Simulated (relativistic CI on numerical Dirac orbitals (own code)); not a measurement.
## Line list: Electric-dipole lines, Sb XIV

Computed by Dirac-Coulomb-Breit CI, separate exchange-only KLI orbitals for each configuration, model QED (radiative potential, 1s self-energy scaled to tabulated hydrogen-like ionisation energies), unscaled Slater integrals (own radial code, finite nucleus).

Configurations in the expansion (outside the closed core [Ar] 3d10): 4s2.4p6.4d2, 4s2.4p5.4d3, 4s2.4p6.4d.4f, 4s.4p6.4d3, 4s2.4p6.4d.5s, 4s2.4p5.4d2.4f, 4s2.4p6.4d.5p, 4s2.4p6.4f.5s, 4s.4p6.4d2.4f, 4s2.4p6.4d.5d, 4s2.4p6.5s.5p, 4s2.4p5.4d2.5s, 4s2.4p6.4d.5f, 4s2.4p6.4d.6s, 4s2.4p6.4d.6p, 4s2.4p6.4d.5g, 4s2.4p5.4d2.5p, 4s2.4p6.4d.6d, 4s2.4p6.4d.6f, 4s2.4p6.4d.7s, 4s2.4p5.4d2.5d, 4s.4p6.4d2.5s, 4s2.4p6.4f2, 4s2.4p5.4f3, 4p6.4d4, 4p5.4d5, 4p5.4d4.4f, 4s2.4p6.5s2, 4s2.4p5.4f.5s2, 4s2.4p6.4f.5p, 4s2.4p5.4f2.5p, 4s2.4p6.5p2, 4s2.4p5.4f.5p2. Double excitations out of closed p, d and f shells are left out; levels of such configurations are missing from the list, as are those of other unlisted configurations, and high levels can miss mixing partners. These lack a partner that the ground configuration has and come out too high: 4s.4p6.4d2.4f, 4s2.4p5.4d2.5s, 4s2.4p5.4d2.5d, 4s.4p6.4d2.5s, 4s2.4p5.4d2.5p.

```csv
λ vac (Å),Lower,Upper,A (s⁻¹),E lower (eV),E upper (eV)
77.541,4s2.4p6.4d2 3F_4 [3],4s2.4p5.4d2.5s 3G°_5 [350],1.33e+11,2.633,162.528
113.77,4s2.4p6.4d2 3F_2 [1],4s2.4p5.4d3 3D°_1 [139],2.72e+11,0.000,108.978
115.45,4s2.4p6.4d2 1D_2 [5],4s2.4p5.4d3 3S°_1 [149],2.94e+11,3.600,110.988
115.54,4s2.4p6.4d2 3F_4 [3],4s2.4p6.4d.4f 1H°_5 [142],6.81e+10,2.633,109.939
115.86,4s2.4p6.4d2 3P_1 [6],4s2.4p5.4d3 3S°_1 [149],2.82e+11,3.974,110.988
116.46,4s2.4p6.4d2 1D_2 [5],4s2.4p5.4d3 1P°_1 [144],3.74e+11,3.600,110.058
116.54,4s2.4p6.4d2 1D_2 [5],4s2.4p6.4d.5p 3D°_3 [143],1.99e+11,3.600,109.987
116.75,4s2.4p6.4d2 3P_1 [6],4s2.4p5.4d3 3D°_2 [145],2.40e+11,3.974,110.168
116.93,4s2.4p6.4d2 1G_4 [7],4s2.4p5.4d3 1G°_4 [151],1.17e+12,5.601,111.630
117.10,4s2.4p6.4d2 1D_2 [5],4s2.4p5.4d3 1F°_3 [141],2.32e+11,3.600,109.478
117.27,4s2.4p6.4d2 3P_0 [4],4s2.4p5.4d3 3D°_1 [139],6.95e+11,3.256,108.978
117.40,4s2.4p6.4d2 3F_4 [3],4s2.4p5.4d3 1F°_3 [137],9.57e+10,2.633,108.246
117.52,4s2.4p6.4d2 3F_4 [3],4s2.4p6.4d.5p 3F°_3 [136],1.39e+11,2.633,108.133
117.61,4s2.4p6.4d2 3P_1 [6],4s2.4p5.4d3 3P°_2 [140],6.16e+11,3.974,109.390
117.67,4s2.4p6.4d2 3P_2 [8],4s2.4p5.4d3 3S°_1 [149],6.00e+11,5.624,110.988
117.89,4s2.4p6.4d2 3P_2 [8],4s2.4p5.4d3 3D°_3 [148],1.02e+12,5.624,110.797
117.90,4s2.4p6.4d2 3F_4 [3],4s2.4p5.4d3 3F°_4 [134],1.03e+12,2.633,107.790
118.37,4s2.4p6.4d2 3F_2 [1],4s2.4p5.4d3 3D°_2 [124],1.56e+11,0.000,104.744
118.48,4s2.4p6.4d2 1D_2 [5],4s2.4p5.4d3 1F°_3 [137],3.12e+11,3.600,108.246
118.60,4s2.4p6.4d2 3P_2 [8],4s2.4p5.4d3 3D°_2 [145],7.17e+11,5.624,110.168
118.72,4s2.4p6.4d2 3P_2 [8],4s2.4p5.4d3 1P°_1 [144],4.70e+11,5.624,110.058
118.83,4s2.4p6.4d2 1G_4 [7],4s2.4p6.4d.4f 1H°_5 [142],9.29e+11,5.601,109.939
119.04,4s2.4p6.4d2 1S_0 [9],4s2.4p5.4d3 1P°_1 [155],1.05e+12,12.233,116.385
119.19,4s2.4p6.4d2 3F_4 [3],4s2.4p6.4d.4f 3G°_5 [132],9.35e+11,2.633,106.657
119.26,4s2.4p6.4d2 3F_2 [1],4s2.4p5.4d3 3F°_2 [123],9.05e+11,0.000,103.959
119.36,4s2.4p6.4d2 1G_4 [7],4s2.4p5.4d3 1F°_3 [141],4.70e+11,5.601,109.478
119.43,4s2.4p6.4d2 3F_3 [2],4s2.4p5.4d3 3F°_3 [126],9.14e+11,1.385,105.197
119.48,4s2.4p6.4d2 3P_2 [8],4s2.4p5.4d3 3P°_2 [140],2.65e+11,5.624,109.390
119.48,4s2.4p6.4d2 3F_3 [2],4s2.4p6.4d.4f 3G°_4 [125],9.38e+11,1.385,105.151
119.96,4s2.4p6.4d2 3F_3 [2],4s2.4p5.4d3 3D°_2 [124],6.43e+11,1.385,104.744
120.08,4s2.4p6.4d2 1D_2 [5],4s2.4p5.4d3 1D°_2 [133],9.39e+11,3.600,106.849
120.11,4s2.4p6.4d2 3F_2 [1],4s2.4p6.4d.4f 3G°_3 [122],9.84e+11,0.000,103.222
120.16,4s2.4p6.4d2 3F_4 [3],4s2.4p5.4d3 3D°_3 [127],6.16e+11,2.633,105.816
120.62,4s2.4p6.4d2 3F_2 [1],4s2.4p5.4d3 3D°_1 [121],6.43e+11,0.000,102.787
120.79,4s2.4p6.4d2 1G_4 [7],4s2.4p5.4d3 1F°_3 [137],2.85e+11,5.601,108.246
120.88,4s2.4p6.4d2 3F_4 [3],4s2.4p5.4d3 3F°_3 [126],7.74e+10,2.633,105.197
120.99,4s2.4p6.4d2 1D_2 [5],4s2.4p5.4d3 3P°_1 [129],2.82e+11,3.600,106.079
121.11,4s2.4p6.4d2 3P_1 [6],4s2.4p5.4d3 3P°_0 [130],9.02e+11,3.974,106.348
121.30,4s2.4p6.4d2 1D_2 [5],4s2.4p5.4d3 3D°_3 [127],1.99e+11,3.600,105.816
121.43,4s2.4p6.4d2 3P_1 [6],4s2.4p5.4d3 3P°_1 [129],3.54e+11,3.974,106.079
136.43,4s2.4p5.4d3 5D°_2 [10],4s2.4p5.4d2.4f 5D_3 [318],1.61e+11,69.789,160.667
136.95,4s2.4p5.4d3 5F°_5 [16],4s2.4p5.4d2.4f 5G_6 [343],1.00e+11,71.830,162.365
137.14,4s2.4p5.4d3 5F°_3 [12],4s2.4p5.4d2.4f 5F_4 [313],9.74e+10,70.020,160.427
137.36,4s2.4p5.4d3 5F°_4 [15],4s2.4p5.4d2.4f 5F_5 [321],1.68e+11,70.588,160.847
138.95,4s2.4p5.4d3 5G°_6 [21],4s2.4p5.4d2.4f 5G_6 [343],1.33e+11,73.136,162.365
```

Terms are leading LS components. Brackets give the number of a level in order of energy, since labels repeat. The list gives strong lines, with weight on those to low levels, without lines whose two gauges differ by over a factor of 2.5, among the lowest 400 of 4846 levels, so that lines to higher ones, which can be the strongest, are missing. Levels whose partners in the same complex of configurations lie outside the list can be far off, and so can their lines. Rates are taken at the computed energies, electric ones in the length gauge.

At this charge energies of transitions that change n are usually good to better than 1 %, and those within a shell (Δn = 0) to a few per cent. Terms inside the open d or f shell come out 10 to 20 % too wide with unscaled integrals. Levels and lines within the n = 5 or 6 shells can be off by up to 10 % or somewhat more, and those that change n by about 2 %, since core polarisation is missing.

LS names give the leading component of a level, which can be under half, so a name can repeat, a term be missing and a line seem to break the LS rules.
